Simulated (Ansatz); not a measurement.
Stepwise reaction of `[F][Al]([F])[F]` with ammonia, as a gas-phase model of exchange steps in deposition or etching. ΔE in kJ/mol.

Gas-phase electronic energies from Ansatz, PBE0-D4/def2-TZVP geometries. CCSD(T)/CBS adds triple-zeta CCSD(T) − MP2 to the extrapolated MP2 energy (def2 sets, frozen cores). This one scheme is used for every species. DFT in def2-TZVPP. B3LYP here is the variant with VWN-RPA as its local correlation; programs differ in this. Each species was taken in one conformer, which may not be the lowest.

```
step                                                     reaction  PBE-D4  B3LYP-D4  ωB97M-V  CCSD(T)/CBS
   2      `[NH2][Al]([F])[F]` + NH₃ → `[NH2][Al]([NH2])[F]` + H–F    93.8      97.6     96.4         95.0
   3  `[NH2][Al]([NH2])[F]` + NH₃ → `[NH2][Al]([NH2])[NH2]` + H–F   106.9     111.2    110.0        106.8
```

Task: Give the row of step 1, `[F][Al]([F])[F]` + NH₃ → `[NH2][Al]([F])[F]` + H–F. (Best estimate.)

Result: Ansatz gave: 
```
step                                             reaction  PBE-D4  B3LYP-D4  ωB97M-V  CCSD(T)/CBS
   1  `[F][Al]([F])[F]` + NH₃ → `[NH2][Al]([F])[F]` + H–F    76.0      79.4     78.8         79.7
```

Task: By hand: ΔE of the 3 steps together at CCSD(T)/CBS.

Result: (79.7) + (95.0) + (106.8) = 281.5 kJ/mol, or 93.8 kJ/mol a step.

In ΔE each step is higher than the one before. All are uphill at CCSD(T)/CBS. PBE-D4 differs from CCSD(T)/CBS by -3.7 to 0.1 kJ/mol a step. Isolated molecules leave out the surface, adducts and barriers. Largest T1 diagnostic: 0.013.
